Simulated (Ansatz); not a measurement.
Start from `[CH2]1[SiH2][SnH2]1` and change one atom or group to get `O[SiH]1[CH2][SnH2]1`.

Ansatz, PBE0-D4/def2-TZVP geometries, multiplicity 1. Each molecule was computed in one conformer, which needn't be the lowest.

Elements past krypton have def2 core potentials.

```json
{"property": "HOMO energy (B3LYP/def2-TZVPP) / eV", "`[CH2]1[SiH2][SnH2]1`": "-6.05"}
{"property": "size of the dipole moment (PBE/def2-TZVPP) / D", "`[CH2]1[SiH2][SnH2]1`": "0.35"}
{"property": "HOMO energy (ωB97M-V/def2-TZVPP) / eV", "`[CH2]1[SiH2][SnH2]1`": "-8.19"}
{"property": "HOMO–LUMO gap (ωB97M-V/def2-TZVPP) / eV", "`[CH2]1[SiH2][SnH2]1`": "8.97"}
{"property": "HOMO energy (PBE0/def2-TZVPP) / eV", "`[CH2]1[SiH2][SnH2]1`": "-6.23"}
{"property": "HOMO–LUMO gap (PBE0/def2-TZVPP) / eV", "`[CH2]1[SiH2][SnH2]1`": "5.36"}
```

**Question.** Give the same properties after the change, and the shifts. (An estimate is asked.)

**Answer.** Ansatz gave: 
```csv
property,`O[SiH]1[CH2][SnH2]1`,shift
HOMO energy (B3LYP/def2-TZVPP) / eV,-5.92,0.13
size of the dipole moment (PBE/def2-TZVPP) / D,1.36,1.01
HOMO energy (ωB97M-V/def2-TZVPP) / eV,-8.04,0.15
HOMO–LUMO gap (ωB97M-V/def2-TZVPP) / eV,8.94,-0.03
HOMO energy (PBE0/def2-TZVPP) / eV,-6.09,0.14
HOMO–LUMO gap (PBE0/def2-TZVPP) / eV,5.32,-0.04
```

Dipoles are sizes alone; their direction can turn.

B3LYP here is the variant with VWN-RPA as its local correlation; programs differ in this.
